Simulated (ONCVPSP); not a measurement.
**Varying the ONCV potential for terbium**

Base potential:

Tb (Z = 65), optimised norm-conserving Vanderbilt (ONCV), made with ONCVPSP 4.0.1 (PBE, scalar-relativistic). Core [Kr] 4d10 4f8, reference 5s2 5p6 5d1 6s2. Waves: 5s+6s: rc 2.00 bohr, ncon 4, nbas 9, qcut 5.3 1/bohr, 3 projectors, debl 3.5 Ha; 5p: rc 2.00 bohr, ncon 5, nbas 9, qcut 8.1 1/bohr, 2 projectors, debl 3.5 Ha; 5d: rc 2.20 bohr, ncon 3, nbas 7, qcut 4.6 1/bohr, 2 projectors, debl 3 Ha. Local part: polynomial inside 1.40 bohr (lpopt 1, dvloc0 0 Ha). Core correction: Teter function, fcfact 3, rcfact 1.15.

All-electron outer shells of the reference configuration (PBE, scalar-relativistic, ld1.x):

```csv
shell,level (eV),outermost node (bohr),outermost maximum (bohr)
5s,-51.27,0.64,1.18
5p,-27.89,0.69,1.33
4f,-8.97,–,0.55
6s,-4.19,1.57,3.32
5d,-2.42,0.77,1.94
```

Cutoffs, loose and tight: the cutoffs (Ha) at which the residual kinetic energy of the hardest occupied pseudo-wave falls to 1 and 0.1 mHa per electron. They do not see the model core or the augmentation charge, which bear on the density cutoff. Test errors are all-electron minus pseudo excitation energies from the reference, over the configurations 5s2 5p6 5d1 6s1; 5s2 5p6 5d1 6s0; 5s2 5p6 5d0 6s0; 5s2 5p6 5d1 6s0 6p1. A dash means not determined; rows that change the core or the reference have their own tests. The largest error is taken over the tests solved by every variant that gives reliable tests at all: 5s2 5p6 5d1 6s0; 5s2 5p6 5d1 6s0 6p1; 5s2 5p6 5d1 6s1.

| change | outcome | cutoff, loose | cutoff, tight | bound ghosts | GHOST(+) flags above zero | largest test error (meV) |
| --- | --- | --- | --- | --- | --- | --- |
| base | generated | 21 Ha | 25 Ha | none | s | +14 |
| all radii but the core radius scaled by about 0.85 (s 1.70, p 1.70, d 1.88 bohr); local potential polynomial inside 1.20 bohr (lpopt 1, dvloc0 0 Ha) | generated | 23 Ha | 68 Ha | none | s | +16 |
| all radii but the core radius scaled by about 1.15 (s 2.30, p 2.30, d 2.54 bohr); local potential polynomial inside 1.62 bohr (lpopt 1, dvloc0 0 Ha) | generated | 18 Ha | 22 Ha | none | s, d | +12 |
| all radii but the core radius scaled by about 1.25 (s 2.50, p 2.50, d 2.74 bohr); local potential polynomial inside 1.74 bohr (lpopt 1, dvloc0 0 Ha) | generated | 17 Ha | 21 Ha | none | s | +11 |
| all radii but the core radius scaled by about 1.32 (s 2.64, p 2.64, d 2.90 bohr); local potential polynomial inside 1.84 bohr (lpopt 1, dvloc0 0 Ha) | generated | 16 Ha | 20 Ha | none | none | +9.1 |

Question: What comes out with this change to the base: all radii but the core radius scaled by about 1.10 (s 2.20, p 2.20, d 2.42 bohr); local potential polynomial inside 1.54 bohr (lpopt 1, dvloc0 0 Ha)?

Answer: outcome: generated; cutoff, loose: 19 Ha; cutoff, tight: 23 Ha; bound ghosts: none; GHOST(+) flags above zero: s; largest test error (meV): +13.

Question: What comes out with this change to the base: all radii but the core radius scaled by about 0.92 (s 1.84, p 1.84, d 2.02 bohr); local potential polynomial inside 1.28 bohr (lpopt 1, dvloc0 0 Ha)?

Answer: outcome: generated; cutoff, loose: 22 Ha; cutoff, tight: 27 Ha; bound ghosts: none; GHOST(+) flags above zero: s; largest test error (meV): +16.

Question: What comes out with this change to the base: all radii but the core radius scaled by about 0.78 (s 1.56, p 1.56, d 1.70 bohr); local potential polynomial inside 1.08 bohr (lpopt 1, dvloc0 0 Ha)?

Answer: outcome: generated; cutoff, loose: 24 Ha; cutoff, tight: 92 Ha; bound ghosts: none; GHOST(+) flags above zero: s, p; largest test error (meV): +17.

Reading the sweep of the scale of all radii but the core radius (base = 1) (base included, trends over the rows without a ghost): The loose cutoff falls from 24 Ha at 0.78 to 16 Ha at 1.32. A larger radius leaves more room for a smooth pseudo-wave, so fewer plane waves are needed; a smaller one forces it to follow the all-electron wave where it bends sharply.
